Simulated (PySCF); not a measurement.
Calculation: PBE0-D4/def2-TZVP // PBE0-D4/def2-SVP (PySCF). Isolated molecules, 0 K electronic values unless said otherwise. One relaxed conformer stands for a flexible species; it need not be the lowest. Excitations are Tamm–Dancoff values on a coarser integration grid. The basis has no diffuse functions, so Rydberg states are missing or too high.

Reference species (SMILES): `C[O][Sn]([O]C)([O]C)[O]C` (neutral, multiplicity 1).

```
Quantity                Value
-------------------  --------
LUMO                 -1.65 eV
T1 excitation (TDA)   4.41 eV
S1 excitation (TDA)   4.80 eV
```

After one change: the LUMO rises by 0.52 eV; the T1 excitation (TDA) drops by 0.22 eV; the S1 excitation (TDA) falls by 0.20 eV.

Question: Which change was made? The new species is one of these.
A) `C[O][Sn]([SiH3])([SiH3])[O]C` (C–O–Sn–Si torsion 45°, Si–Sn–O–C torsion -179°)
B) `C[O][Sn]([SiH3])([SiH3])[SiH3]` (C–O–Sn–Si torsion 61°)
C) `C[O][Sn]([SiH3])([O]C)[O]C`

Answer: B, `C[O][Sn]([SiH3])([SiH3])[SiH3]` (C–O–Sn–Si torsion 61°)
